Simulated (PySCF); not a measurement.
## Spinor energies of Ag³⁺ (silver, charge +3)

Start: [Kr] 4d8; 4d3/2 filled at m_j = -3/2, -1/2, +1/2, +3/2; 4d5/2 filled at m_j = -1/2, +1/2, +3/2, +5/2. Calculated with PySCF 2.14 in x2c-TZVPall-2c (8s9p7d1f, 77 functions): generalised Hartree-Fock with the X2C-1e Hamiltonian and a Gaussian nucleus; one run each with spin-orbit coupling (SO) switched off, then screened by Boettger's factors.

| spinor shell | electrons | ε, spin-free (eV) | ε, screened SO (eV) | weight of nominal j (screened SO) | rms radius, screened SO (bohr) |
| --- | --- | --- | --- | --- | --- |
| 1s1/2 | 2 | -25685.5 | -25683.5 | 1.000 | 0.0357 |
| 2s1/2 | 2 | -3902.1 | -3901.5 | 1.000 | 0.146 |
| 2p1/2 | 2 | -3497.2 | -3618.7 | 1.000 | 0.127 |
| 2p3/2 | 4 | -3497.2 | -3441.1 | 1.000 | 0.131 |
| 3s1/2 | 2 | -784.81 | -784.60 | 1.000 | 0.392 |
| 3p1/2 | 2 | -648.52 | -670.69 | 1.000 | 0.387 |
| 3p3/2 | 4 | -648.52 | -638.14 | 1.000 | 0.398 |
| 3d3/2 | 4 | -434.00 | -438.00 | 0.997 | 0.374 |
| 3d5/2 | 6 | -434.00 | -431.09 | 0.998 | 0.377 |
| 4s1/2 | 2 | -154.99 | -154.92 | 1.000 | 0.970 |
| 4p1/2 | 2 | -112.67 | -117.89 | 0.953 | 1.04 |
| 4p3/2 | 4 | -112.67 | -110.13 | 0.977 | 1.07 |
| 4d3/2 | 4 | -51.894 | -52.421 | 0.702 | 1.34 |
| 4d5/2 | 4 | -51.894 | -51.393 | 0.735 | 1.35 |

| quantity | spin-free | screened SO |
| --- | --- | --- |
| E (hartree) | -5310.15656 | -5311.15392 |
| M_J | 4 | 4 |
| ⟨J²⟩ | 20.006 | 20.006 |
| ⟨L²⟩ | 12.005 | 12.078 |
| ⟨S²⟩ | 2.001 | 1.999 |

Each row is a mean over spinors that exchange with the open shell spreads, by up to 8.719 eV (4p3/2).

Rows whose weight is well below 1 are mixtures of j = l ± 1/2: exchange outweighs spin-orbit coupling there, and the label is only the starting occupation.

Breit and QED terms are absent; they matter most for the inner s and p1/2 levels.

Densities and radii are taken from the X2C orbitals without a picture-change correction, which distorts them close to the nucleus.

Without spin-orbit coupling the j labels of p, d and f shells carry no meaning; the spin-free column gives the mean over the occupied spinors of each nl shell.
